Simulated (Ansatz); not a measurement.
C3H5N, SMILES `C#CCN` (charge 0, multiplicity 1).

Method: Ansatz (a quantum-chemistry and plane-wave program) with frozen-core CCSD(T)/6-31g // B3LYP-D3(BJ)/def2-TZVP.

Ansatz 0.2 input:
```yaml
crystal:
  periodic: [false, false, false]
  atoms:
    - { symbol: C, position_ang: [1.425815, 1.396143, 1.055911] }
    - { symbol: C, position_ang: [0.541449, 0.622201, 0.81661] }
    - { symbol: C, position_ang: [-0.511592, -0.343855, 0.523529] }
    - { symbol: N, position_ang: [-0.706366, -0.496701, -0.922802] }
    - { symbol: H, position_ang: [2.201036, 2.090703, 1.267069] }
    - { symbol: H, position_ang: [-1.449986, 0.01504, 0.955796] }
    - { symbol: H, position_ang: [-0.265621, -1.281971, 1.042553] }
    - { symbol: H, position_ang: [-1.394984, -1.217859, -1.103926] }
    - { symbol: H, position_ang: [0.160258, -0.783692, -1.362664] }
basis:
  gaussian: { orbitals: "6-31g" }
correlation:
  method: ccsd_t
```

Output:

```
Functional definition: HF
673 factors; integrals over basis functions are off by at most 2.0e-4 eV
mean field evaluation 1: about -4645.8188 eV, gradient 2.8e1 eV
mean field evaluation 2: about -4645.8264 eV, gradient 2.8e1 eV
mean field evaluation 4: about -4647.9698 eV, gradient 2.9e0 eV
mean field evaluation 8: about -4647.9957 eV, gradient 6.2e-5 eV
mean field evaluation 16: about -4647.9630 eV, gradient 2.9e0 eV
mean field -4647.99537911 eV, -170.8106796577 hartree, gradient 1.4e-6 eV, S^2 0.000000; 0 other end points of the search recorded, 0 dependent functions left out
4 core orbitals not correlated
reference -4647.99537911 eV, -170.8106796577 hartree; 11, 11 occupied and 31, 31 virtual orbitals, 673 factors
second order -10.22892870 eV of doubles, -0.00000000 eV of singles
cycle   1  -10.57580937 eV  change   -3.5e-1 eV  update   8.3e-2
cycle   2  -10.97147771 eV  change   -4.0e-1 eV  update   3.1e-2
cycle   3  -11.08353672 eV  change   -1.1e-1 eV  update   1.4e-2
cycle   4  -11.09655631 eV  change   -1.3e-2 eV  update   4.4e-3
cycle   5  -11.09817366 eV  change   -1.6e-3 eV  update   1.3e-3
cycle   6  -11.09773094 eV  change    4.4e-4 eV  update   3.5e-4
cycle   7  -11.09777682 eV  change   -4.6e-5 eV  update   9.4e-5
cycle   8  -11.09781805 eV  change   -4.1e-5 eV  update   3.0e-5
cycle   9  -11.09780500 eV  change    1.3e-5 eV  update   8.8e-6
perturbative correction -0.29906177 eV, -0.0109903174 hartree
Total energy: -4659.39224588 eV, -171.2295067866 hartree
```
